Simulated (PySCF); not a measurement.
# Frontier orbitals and the lowest excitations

Compound: C₅H₅N₃O.
Atom-mapped SMILES: `[CH3:1][c:2]1[n:3][n:4][cH:5][c:6]([CH:7]=[O:8])[n:9]1` (hydrogens: H10, H11, H12 on C1; H13 on C5; H14 on C7)

Cartesian coordinates in Å at the GFN2-xTB level; atoms count from 1:
```xyz
14
C5H5N3O angstrom
C     -2.4404   -0.4059   -0.1021
C     -1.0613    0.1369   -0.1738
N     -0.8959    1.4121   -0.5354
N      0.2510    1.9671   -0.3347
C      1.2771    1.2748    0.1075
C      1.1749   -0.1296    0.1179
C      2.3414   -1.0278    0.2060
O      3.4856   -0.6616    0.1576
N     -0.0337   -0.6724    0.0338
H     -2.7732   -0.4011    0.9356
H     -2.4556   -1.4325   -0.4572
H     -3.1106    0.2176   -0.6860
H      2.1824    1.8061    0.3497
H      2.0576   -2.0841    0.3589
```

Computed with PySCF 2.14.0, density-fitted response routines, TDDFT PBE0/def2-SVPD, vertical, gas phase, core orbitals frozen in the response.

Kohn–Sham orbitals with the atoms that hold most of them (Löwdin shares over 4%, at most four atoms; ? is withheld):

```csv
orbital,ε (eV),atoms
LUMO+2,-0.20,"C7 25%, O8 16%, N3 13%, C2 13%"
LUMO+1,-1.93,"N4 22%, C5 22%, C2 16%, N9 15%"
LUMO,-3.18,"O8 18%, C7 16%, C6 16%, N3 15%"
HOMO,-7.09,?
HOMO-1,-8.47,?
HOMO-2,-8.86,"C5 22%, N3 18%, C2 14%, C6 12%"
HOMO-3,-9.65,"N9 50%, C2 9%, N3 8%, N4 8%"
```

Q: Which atoms hold the HOMO, and with what shares?

A: N4 (bonded to C and N) 31%; N3 (bonded to C and N) 30%; N9 (bonded to 2 C) 11%; C5 (bonded to C, N and H) 8%. By element: nitrogen 72%, carbon 8% or more.

Q: Give the leading atoms of the HOMO-1.

A: O8 (bonded to C) 60%; C7 (bonded to C, O and H) 15%; H14 (bonded to C) 8%; C6 (bonded to 2 C and N) 8%. By element: oxygen 60%, carbon 22% or more, hydrogen 8% or more.

Q: How does S1 compare with the orbital gap of 3.91 eV?

A: S1 is at 2.40 eV (f = 0.0051), 1.51 eV below the gap, made of HOMO→LUMO (96%). 

Q: Give energy, strength and leading configuration of S1 and S6, and follow the Löwdin shares of the leading atoms from the occupied to the empty orbital.

A: 
- S1 (2.40 eV, f 0.0051), HOMO→LUMO (96%): N4 31% → at most 15%, N3 30% → 15%, O8 at most 8% → 18%, C7 at most 8% → 16%
- S6 (5.33 eV, f 0.0023), HOMO-1→LUMO+1 (77%): O8 60% → at most 16%, C7 15% → at most 16%, N4 at most 8% → 22%, C5 at most 8% → 22%

Time: 39 s of wall time; peak memory 0.88 GiB. Hardware: one thread of an Arm Neoverse V1, shared host with 32 logical CPUs at a one-minute load of 16.

One conformer stands for the species.
